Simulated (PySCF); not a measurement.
# Potential energy of GeB along the bond

Set-up: PySCF, no relativity, basis sets Ge def2-TZVPPD, B def2-TZVPPD. Energies in eV from Ge + B in their ground configurations at the same level. State: ⁴Σ⁻ (quartet), unpaired electrons σ ↑, π ↑↑.

```
R (Å)    PBE0
1.705  -2.422
1.785  -2.905
1.864  -3.170
1.923  -3.262
1.983  -3.286
2.042  -3.256
2.122  -3.158
2.221  -2.973
2.340  -2.702
2.499  -2.313
```

**Question.** Put a parabola through the three lowest points of the PBE0 curve and estimate Re, k and ωe (reduced mass 9.582 u; 1 eV/Å² = 0.16022 mdyn/Å; ωe = 1302.8·√(k/μ) cm⁻¹).

**Answer.** Through R = 1.923, 1.983, 2.042 Å the second-order coefficient is 7.63 eV/Å², so Re ≈ 1.979 Å, k ≈ 2.45 mdyn/Å and ωe ≈ 658 cm⁻¹. A polynomial fit of higher order to the unrounded PBE0 energies gives Re = 1.977 Å, k = 2.44 mdyn/Å, ωe = 657 cm⁻¹; anharmonicity and rounding make the difference.

The higher-order fit for each curve: PBE0: Re = 1.977 Å, ωe = 657 cm⁻¹, De = 3.29 eV.

Spin–orbit coupling is left out. The state is the lowest determinant that a PBE0 search found; another state may lie lower at other levels.
